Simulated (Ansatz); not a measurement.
Program: Ansatz. Geometries: PBE0-D4/def2-TZVP. ΔE: electronic, gas phase. CBS: MP2 limit from def2 TZ/QZ plus the TZ coupled-cluster correction, frozen cores. This one scheme is used for every species. DFT in def2-TZVPP. def2 core potentials past Kr. For Sn outer-core shells are correlated without core-valence functions, which leaves a few kJ/mol of doubt a bond.

Reaction (hydrogenolysis of a C–Sn bond): `[SnH3]/[CH]=[C]1\[CH2][AlH]1` + H₂ → `C=[C]1[CH2][AlH]1` + `[SnH4]`

`[SnH3]/[CH]=[C]1\[CH2][AlH]1`:

Z-matrix (Å, degrees):
```
Sn
C 1 2.136
H 1 1.711 2 111.1
H 1 1.711 2 109.5 3 119.8
H 1 1.709 2 110.7 3 -120.0
C 2 1.327 1 121.8 3 63.4
H 2 1.088 1 118.3 3 -117.4
Al 6 1.887 2 155.7 1 -138.1
C 6 1.539 2 129.9 1 -8.3
H 8 1.576 6 158.1 2 -37.9
H 9 1.097 6 112.4 2 96.2
H 9 1.092 6 117.8 2 -33.8
```

H₂:

Cartesian coordinates in Å:
```
H -0.289 0.151 0.181
H 0.289 -0.151 -0.181
```

`C=[C]1[CH2][AlH]1`:

Z-matrix (Å, degrees):
```
C
C 1 1.540
Al 1 1.925 2 64.5
H 1 1.096 2 112.3 3 -103.3
H 1 1.090 2 118.0 3 126.7
C 2 1.326 1 129.5 3 -158.8
H 3 1.575 1 155.3 2 179.2
H 6 1.091 2 122.0 1 -8.1
H 6 1.086 2 121.6 1 172.2
```

`[SnH4]`:

```xyz
5

Sn    0.000    0.000    0.000
H     0.198    0.159    1.685
H     1.500    0.237   -0.773
H    -1.114    1.164   -0.553
H    -0.584   -1.560   -0.358
```

```json
{"species": "`[SnH3]/[CH]=[C]1\\[CH2][AlH]1`", "PBE energy (Eh)": "-574.87577"}
{"species": "H₂", "PBE energy (Eh)": "-1.16614"}
{"species": "`C=[C]1[CH2][AlH]1`", "PBE energy (Eh)": "-359.40674"}
{"species": "`[SnH4]`", "PBE energy (Eh)": "-216.64853"}
```

Work out ΔE.

ΔE = (-359.40674) + (-216.64853) − (-574.87577) − (-1.16614) = -0.01336 Eh = -8.4 kcal/mol. CCSD(T)/CBS gives -5.2 kcal/mol.

Largest T1 diagnostic among the species: 0.014.

In def2-TZVPP, CCSD(T) changes the Hartree–Fock value by +8.3 kcal/mol (the triples alone add +1.8 kcal/mol) and MP2 by +11.1 kcal/mol. The D4 term adds +3.4 kcal/mol with B3LYP and +1.9 kcal/mol with PBE0; it sums over pairs of atoms, weighted by their polarisabilities, and B3LYP, whose exchange is more repulsive, gets the larger term. From PBE to PBE0 (25 % exact exchange), in def2-TZVPP and without D4, ΔE moves by −1.2 kcal/mol.

B3LYP here is the variant with VWN-RPA as its local correlation; programs differ in this.
